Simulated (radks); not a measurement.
The mean radii <r> (bohr) of the occupied orbitals of an atom or ion are listed with their occupations. Method: Dirac Kohn-Sham, BLYP, spin-unpolarised, spherical densities, finite nucleus; Fermi nuclear charge, rms radius of each element as measured or else 0.836 A^(1/3) + 0.57 fm; computed with a radial shooting solver on a logarithmic mesh with Libxc functionals.

orbital  occ.      <r>
1s1/2       2  0.01966
2s1/2       2  0.08275
2p1/2       2  0.06871
2p3/2       4  0.07622
3s1/2       2   0.2163
3p1/2       2   0.2061
3p3/2       4   0.2201
3d3/2       4   0.1935
3d5/2       6   0.1978
4s1/2       2   0.4871
4p1/2       2   0.4945
4p3/2       4   0.5264
4d3/2       4   0.5497
4d5/2       6   0.5608
5s1/2       2    1.125
5p1/2       2    1.215
5p3/2       1    1.288
4f5/2       6   0.6688
4f7/2       6   0.6772

Name the element and its charge. Open shells, if any, fill j = l - 1/2 first.

Answer. Z = 70, ytterbium, charge +7: Yb7+ in [Kr] 4d10 4f12 5s2 5p3. The 1s radius gives Z: for a bare nucleus <r> = (2 gamma + 1)/(2Z) with gamma = sqrt(1 - (Z/c)^2), 0.01942 bohr for Z = 70, and screening makes it slightly larger (0.01966 here). The occupations add up to 63, and the charge is Z minus that.
